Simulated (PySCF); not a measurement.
What happened in this job?

A core-ionisation job on C3H7GeNOSi, SMILES `O=CN[SiH2]C#[C][GeH3]`. The calculation used delta-SCF UKS SCAN, pcX-2 on the ionised atom, pcseg-1 elsewhere, spin-free X2C (PySCF 2.14.0).

Driver input (Å, PBE0-D3(BJ)/def2-SVP geometry):

```
{"job": {"kind": "xps"}, "charge": 0, "multiplicity": 1}
O     -4.5190     0.5486     0.4444
C     -3.8373    -0.4408     0.2898
N     -2.4907    -0.3756     0.1224
Si    -1.7372     1.2301     0.1413
C      0.0542     0.8839    -0.0628
C      1.2487     0.6487    -0.1891
Ge     3.1096     0.2903    -0.3799
H     -4.2636    -1.4717     0.2758
H     -1.9685    -1.2363    -0.0004
H     -1.9691     1.9112     1.4407
H     -2.2205     2.0593    -0.9929
H      3.6275    -0.3129     0.9331
H      3.2978    -0.7045    -1.5339
H      3.8324     1.6088    -0.6856
```

Output:

```
ground state, core basis on atom 0 (O), 181 functions
  cycle   1  E = -2632.28973089  |g| = 9.55e-01
  cycle   2  E = -2631.05159363  |g| = 2.47e+00
  cycle   3  E = -2632.42334842  |g| = 4.51e-01
  cycle   4  E = -2632.46607858  |g| = 1.79e-01
  cycle   5  E = -2632.47182083  |g| = 9.07e-02
  cycle   6  E = -2632.47342469  |g| = 4.74e-02
  cycle   7  E = -2632.47398064  |g| = 1.53e-02
  cycle   8  E = -2632.47404136  |g| = 2.42e-03
  cycle   9  E = -2632.47404486  |g| = 8.02e-04
  cycle  10  E = -2632.47404270  |g| = 2.04e-04
  E(ground) = -2632.64740431 Eh
hole in O 1s of atom 0
  cycle   1  E = -2611.88806848  |g| = 2.22e+00
  cycle   2  E = -2610.30209979  |g| = 2.36e+00
  cycle   3  E = -2611.98630165  |g| = 1.08e+00
  cycle   4  E = -2612.67508538  |g| = 3.42e-01
  cycle   5  E = -2612.63954328  |g| = 3.96e-01
  cycle   6  E = -2612.71581434  |g| = 1.28e-01
  cycle   7  E = -2612.72451823  |g| = 1.51e-02
  cycle   8  E = -2612.72459218  |g| = 1.15e-02
  cycle   9  E = -2612.72465292  |g| = 4.49e-03
  cycle  10  E = -2612.72466250  |g| = 1.69e-03
  cycle  11  E = -2612.72466502  |g| = 6.50e-04
  cycle  12  E = -2612.72466530  |g| = 4.06e-04
  E(ion) = -2612.89988816 Eh   <S^2> = 0.7654   hole on atom = 1.000   binding energy = 537.357 eV
ground state, core basis on atom 1 (C), 181 functions
  cycle   1  E = -2632.44963418  |g| = 8.30e-02
  cycle   2  E = -2632.44529415  |g| = 1.59e-01
  cycle   3  E = -2632.45015598  |g| = 3.08e-02
  cycle   4  E = -2632.45031512  |g| = 1.31e-02
  cycle   5  E = -2632.45035494  |g| = 3.67e-03
  cycle   6  E = -2632.45036048  |g| = 8.63e-04
  cycle   7  E = -2632.45035971  |g| = 1.20e-04
  E(ground) = -2632.62630906 Eh
hole in C 1s of atom 1
  cycle   1  E = -2621.09684640  |g| = 1.50e+00
  cycle   2  E = -2617.40780478  |g| = 2.71e+00
  cycle   3  E = -2619.16459406  |g| = 1.81e+00
  cycle   4  E = -2621.38295159  |g| = 7.64e-01
  cycle   5  E = -2621.31922819  |g| = 8.50e-01
  cycle   6  E = -2621.63508191  |g| = 1.61e-01
  cycle   7  E = -2621.63421795  |g| = 1.60e-01
  cycle   8  E = -2621.64713165  |g| = 4.80e-02
  cycle   9  E = -2621.64833990  |g| = 8.50e-03
  cycle  10  E = -2621.64837103  |g| = 4.09e-03
  cycle  11  E = -2621.64838318  |g| = 1.56e-03
  cycle  12  E = -2621.64838681  |g| = 8.95e-04
  cycle  13  E = -2621.64838727  |g| = 3.69e-04
  E(ion) = -2621.82288547 Eh   <S^2> = 0.7819   hole on atom = 1.000   binding energy = 293.976 eV
ground state, core basis on atom 2 (N), 181 functions
  cycle   1  E = -2632.46005191  |g| = 7.59e-02
  cycle   2  E = -2632.45969325  |g| = 4.98e-02
  cycle   3  E = -2632.45930017  |g| = 6.56e-02
  cycle   4  E = -2632.46013305  |g| = 1.53e-02
  cycle   5  E = -2632.46018291  |g| = 2.88e-03
  cycle   6  E = -2632.46018488  |g| = 1.27e-03
  cycle   7  E = -2632.46018729  |g| = 1.61e-04
  E(ground) = -2632.63415218 Eh
hole in N 1s of atom 2
  cycle   1  E = -2616.84574071  |g| = 1.87e+00
  cycle   2  E = -2614.36185845  |g| = 2.79e+00
  cycle   3  E = -2617.17694463  |g| = 8.85e-01
  cycle   4  E = -2617.20918605  |g| = 8.83e-01
  cycle   5  E = -2617.54396005  |g| = 1.66e-01
  cycle   6  E = -2617.54933445  |g| = 1.31e-01
  cycle   7  E = -2617.55767737  |g| = 4.42e-02
  cycle   8  E = -2617.55863102  |g| = 1.32e-02
  cycle   9  E = -2617.55873913  |g| = 3.26e-03
  cycle  10  E = -2617.55874432  |g| = 1.16e-03
  cycle  11  E = -2617.55874475  |g| = 4.57e-04
  E(ion) = -2617.73136560 Eh   <S^2> = 0.7657   hole on atom = 1.000   binding energy = 405.525 eV
ground state, core basis on atom 3 (Si), 192 functions
  cycle   1  E = -2632.54413674  |g| = 2.88e-01
  cycle   2  E = -2632.54369310  |g| = 6.09e-02
  cycle   3  E = -2632.53929596  |g| = 1.38e-01
  cycle   4  E = -2632.54426683  |g| = 2.65e-02
  cycle   5  E = -2632.54442369  |g| = 3.10e-03
  cycle   6  E = -2632.54442377  |g| = 1.50e-03
  cycle   7  E = -2632.54442234  |g| = 2.85e-04
  E(ground) = -2632.67934940 Eh
hole in Si 1s of atom 3
  cycle   1  E = -2563.58333116  |g| = 4.35e+00
  cycle   2  E = -2562.45310260  |g| = 2.63e+00
  cycle   3  E = -2562.20947126  |g| = 2.01e+00
  cycle   4  E = -2564.33963144  |g| = 7.79e-01
  cycle   5  E = -2564.54613264  |g| = 4.27e-01
  cycle   6  E = -2564.62692887  |g| = 1.73e-01
  cycle   7  E = -2564.63962297  |g| = 8.67e-02
  cycle   8  E = -2564.64297136  |g| = 2.28e-02
  cycle   9  E = -2564.64319788  |g| = 6.85e-03
  cycle  10  E = -2564.64321476  |g| = 3.24e-03
  cycle  11  E = -2564.64321908  |g| = 6.58e-04
  cycle  12  E = -2564.64321861  |g| = 3.32e-04
  E(ion) = -2564.78646791 Eh   <S^2> = 0.7523   hole on atom = 1.000   binding energy = 1847.459 eV
hole in Si 2p of atom 3
  cycle   1  E = -2628.24427689  |g| = 1.24e+00
  cycle   2  E = -2627.38031105  |g| = 1.59e+00
  cycle   3  E = -2628.12487930  |g| = 9.19e-01
  cycle   4  E = -2628.52405401  |g| = 3.07e-01
  cycle   5  E = -2628.56141129  |g| = 1.46e-01
  cycle   6  E = -2628.56928098  |g| = 8.52e-02
  cycle   7  E = -2628.57264482  |g| = 2.37e-02
  cycle   8  E = -2628.57289963  |g| = 4.33e-03
  cycle   9  E = -2628.57290767  |g| = 2.17e-03
  cycle  10  E = -2628.57291143  |g| = 7.23e-04
  cycle  11  E = -2628.57290969  |g| = 1.69e-04
  E(ion) = -2628.71874295 Eh   <S^2> = 0.7516   hole on atom = 1.003   binding energy = 107.774 eV
  2p3/2 = 107.529 eV   2p1/2 = 108.154 eV
ground state, core basis on atom 4 (C), 181 functions
  cycle   1  E = -2632.44917921  |g| = 6.21e-02
  cycle   2  E = -2632.44886934  |g| = 4.51e-02
  cycle   3  E = -2632.44830079  |g| = 6.37e-02
  cycle   4  E = -2632.44935537  |g| = 9.72e-03
  cycle   5  E = -2632.44938751  |g| = 1.94e-03
  cycle   6  E = -2632.44938803  |g| = 7.60e-04
  cycle   7  E = -2632.44938755  |g| = 1.91e-04
  E(ground) = -2632.62610958 Eh
hole in C 1s of atom 4
  cycle   1  E = -2621.20156945  |g| = 1.51e+00
  cycle   2  E = -2614.39892038  |g| = 2.97e+00
  cycle   3  E = -2617.43968199  |g| = 1.99e+00
  cycle   4  E = -2621.55583926  |g| = 7.06e-01
  cycle   5  E = -2621.61925196  |g| = 6.22e-01
  cycle   6  E = -2621.77580192  |g| = 1.88e-01
  cycle   7  E = -2621.79214776  |g| = 6.67e-02
  cycle   8  E = -2621.79437254  |g| = 2.14e-02
  cycle   9  E = -2621.79486775  |g| = 1.18e-02
  cycle  10  E = -2621.79508082  |g| = 8.32e-03
  cycle  11  E = -2621.79520524  |g| = 4.84e-03
  cycle  12  E = -2621.79527120  |g| = 1.70e-03
  cycle  13  E = -2621.79527891  |g| = 7.76e-04
  cycle  14  E = -2621.79527894  |g| = 3.50e-04
  E(ion) = -2621.97078723 Eh   <S^2> = 0.8537   hole on atom = 1.000   binding energy = 289.946 eV
ground state, core basis on atom 5 (C), 181 functions
  cycle   1  E = -2632.45021678  |g| = 6.44e-02
  cycle   2  E = -2632.44812050  |g| = 9.41e-02
  cycle   3  E = -2632.44968519  |g| = 5.41e-02
  cycle   4  E = -2632.45046869  |g| = 5.38e-03
  cycle   5  E = -2632.45047774  |g| = 1.69e-03
  cycle   6  E = -2632.45047776  |g| = 6.52e-04
  cycle   7  E = -2632.45047546  |g| = 1.67e-04
  E(ground) = -2632.62697084 Eh
hole in C 1s of atom 5
  cycle   1  E = -2621.19035460  |g| = 1.51e+00
  cycle   2  E = -2614.75490275  |g| = 2.98e+00
  cycle   3  E = -2618.46705764  |g| = 1.79e+00
  cycle   4  E = -2621.71382989  |g| = 3.97e-01
  cycle   5  E = -2621.59467241  |g| = 6.84e-01
  cycle   6  E = -2621.78172452  |g| = 1.14e-01
  cycle   7  E = -2621.78748983  |g| = 4.76e-02
  cycle   8  E = -2621.78850217  |g| = 2.38e-02
  cycle   9  E = -2621.78886253  |g| = 1.39e-02
  cycle  10  E = -2621.78907713  |g| = 7.70e-03
  cycle  11  E = -2621.78922827  |g| = 3.57e-03
  cycle  12  E = -2621.78925545  |g| = 1.51e-03
  cycle  13  E = -2621.78925942  |g| = 6.90e-04
  cycle  14  E = -2621.78925859  |g| = 2.53e-04
  E(ion) = -2621.96442973 Eh   <S^2> = 0.8621   hole on atom = 1.000   binding energy = 290.143 eV
```

The program numbers atoms from 0. E(ground) and E(ion) are re-evaluated on a finer grid than the cycles, so they differ from the last cycles; that is no fault. The 2p3/2 and 2p1/2 values come from a spin–orbit splitting computed afterwards; their 2:1 mean is the average over the three 2p orbitals and can differ from the one hole solved.

Do all binding energies of this run deserve the same trust?

No. Every hole passed the driver's convergence checks (|g| < 5e-4, core orbital emptied to over 0.9), but ⟨S²⟩ is 0.862 for C1s on atom 5 and 0.854 for C1s on atom 4, against 0.75 for a pure doublet, so the unrestricted ion state holds higher spin components.

What would you do next?

Recompute such holes with a restricted open-shell or spin-projected scheme and compare; until then these binding energies are doubtful.

On one thread of an Arm Neoverse V1, on a shared host, this took 75 s and 0.60 GiB of memory at its peak.
